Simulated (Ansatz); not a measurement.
Calculated with Ansatz (gas phase, PBE0-D4/def2-TZVP geometries, no zero-point term in ΔE). CCSD(T)/CBS is the MP2 limit (def2-TZVPP, def2-QZVPP) plus CCSD(T) − MP2 in def2-TZVPP, frozen cores. This one scheme is used for every species. DFT in def2-TZVPP. B3LYP here is the variant with VWN-RPA as its local correlation; programs differ in this. Elements past krypton have def2 core potentials. For Mo outer-core shells are correlated without core-valence functions, which leaves a few kJ/mol of doubt a bond. Each species was taken in one conformer, which may not be the lowest.

Consider the ligand exchange at a Mo–O bond: `[OH][Mo]([F])([F])(=[S])[Cl]` + HCl → `[F][Mo]([F])(=[S])([Cl])[Cl]` + H₂O.

**Question.** Is it downhill or uphill in electronic energy at CCSD(T)/CBS, and by how much? (An estimate is asked.)

**Answer.** Computed: Downhill: ΔE = -0.21 eV.

**Question.** What do these levels give: B97M-V, B3LYP-D4, CCSD(T)/def2-SVP, HF/def2-TZVPP, CCSD(T)/def2-TZVPP, HF/def2-QZVPP? (An estimate is asked.)

**Answer.** Ansatz gave: B97M-V -0.11, B3LYP-D4 -0.13, CCSD(T)/def2-SVP 0.01, HF/def2-TZVPP -0.05, CCSD(T)/def2-TZVPP -0.13, HF/def2-QZVPP -0.07 eV.

Largest T1 diagnostic among the species: 0.024, so the coupled-cluster value is less sure than usual.

The D4 term adds −0.04 eV with B3LYP and −0.02 eV with PBE0; it sums over pairs of atoms, weighted by their polarisabilities, and B3LYP, whose exchange is more repulsive, gets the larger term. Leaving LDA and LC-ωPBE aside and taking each functional with its dispersion term where it has one, the values, not all of them listed here, spread over 0.18 eV, from PBE-QIDH to CAM-B3LYP-D4. LDA lies +0.03 eV from PBE without D4. At CCSD(T), def2-SVP lies +0.22 eV from the extrapolated value and def2-TZVPP +0.08 eV.
